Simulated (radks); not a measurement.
The numbers below are computed, except where a source is named.
How relativity changes the ionisation of the aluminium ion Al+ ([Ne] 3s2) to Al2+ ([Ne] 3s1). Spin-unpolarised spherical Kohn-Sham, PBE, point nucleus unless stated (finite: rms radius 3.061 fm), a radial shooting solver on a logarithmic mesh with Libxc functionals. A level marked "c x" has the speed of light scaled by that factor.

| level | E(Al+) (hartree) | E(Al2+) (hartree) | IE (eV) | HOMO | <r> HOMO (bohr) |
|---|---|---|---|---|---|
| non-rel. | -242.01288 | -241.30759 | 19.192 | 3s | 2.381 |
| scalar-rel. | -242.47297 | -241.76644 | 19.225 | 3s | 2.377 |
| scalar-rel., finite nucleus | -242.47283 | -241.76631 | 19.225 | 3s | 2.377 |
| Dirac | -242.47319 | -241.76667 | 19.225 | 3s1/2 | 2.377 |
| Dirac, finite nucleus | -242.47305 | -241.76653 | 19.225 | 3s1/2 | 2.377 |
| Dirac, c x 0.75 | -242.83407 | -242.12658 | 19.252 | 3s1/2 | 2.373 |
| Dirac, c x 1.25 | -242.30700 | -241.60093 | 19.213 | 3s1/2 | 2.378 |
| Dirac, c x 3 | -242.06382 | -241.35839 | 19.196 | 3s1/2 | 2.381 |

NIST Atomic Spectra Database: 18.829 eV (measured). The relativistic part of the total energy of Al+ is -0.4602 hartree (Dirac, finite nucleus), 0.19 % of the non-relativistic value. Spin polarisation and multiplet splitting of open shells are left out at every level.

Beside tabulated values, note that spin-unpolarised runs miss the spin-polarisation part of the exchange energy of open shells.
